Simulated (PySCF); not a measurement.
boron oxyfluoride anion (BFO), SMILES O=BF (connectivity only; charge and spin as stated), charge -1, multiplicity 2. Atoms are numbered in the order given.

```xyz
3

F      0.1032    -1.1732     0.0000
B     -0.3951     0.1112     0.0000
O      0.1309     1.2504     0.0000
```
Charge -1, spin multiplicity 2.

Geometry optimised at PBE0-D3(BJ)/def2-TZVPD. The spin state was assumed, not searched.

Level of theory: PBE/def2-TZVPD run with PySCF.

Mulliken values depend strongly on the basis, most of all with diffuse functions as here. ESP charges are fitted to the potential on shells at 1.4 to 2.0 van der Waals radii. Atomic charges (e):

```json
[
 {"atom": "F1", "ESP fit": "___", "meta-Löwdin": "-0.39", "Mulliken spin": "0.01"},
 {"atom": "B2", "ESP fit": "___", "meta-Löwdin": "0.03", "Mulliken spin": "0.89"},
 {"atom": "O3", "ESP fit": "___", "meta-Löwdin": "-0.63", "Mulliken spin": "0.10"}
]
```

Task: What belongs in the gaps? (An estimate is asked for; the answer gives what the named calculation found.)

Result: 
- F1, ESP fit: -0.09
- B2, ESP fit: -0.55
- O3, ESP fit: -0.36
